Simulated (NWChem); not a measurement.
System: SbH$_{2}$Cl; SMILES [Cl][SbH2]

NWChem input:

```
start job
memory heap 200 mb stack 900 mb global 1100 mb
geometry units angstroms noautosym nocenter noautoz
  Sb     0.019763     0.553106     0.000000
  H     -1.191657     0.679651     1.216548
  H     -1.191657     0.679651    -1.216548
  Cl     0.053181    -1.830768     0.000000
end
basis spherical
  Sb library def2-svpd
  H library def2-svpd
  Cl library def2-svpd
end
ecp
  Sb library def2-ecp
end
dft
  xc hfexch
  iterations 150
end
property
  response 1 0.0
end
task dft property
```

Geometry: optimised at PBE0/def2-SVP. def2 effective core potentials on Sb; no spin-orbit coupling.

Static field.

What results follow from this input? (Hartree-Fock/def2-SVPD with def2 effective core potentials on Sb.) Quantities: isotropic polarisability (bohr³); anisotropy (bohr³).


```
Item                              Value
--------------------------------  -----
isotropic polarisability (bohr³)   56.6
anisotropy (bohr³)                 16.5
```
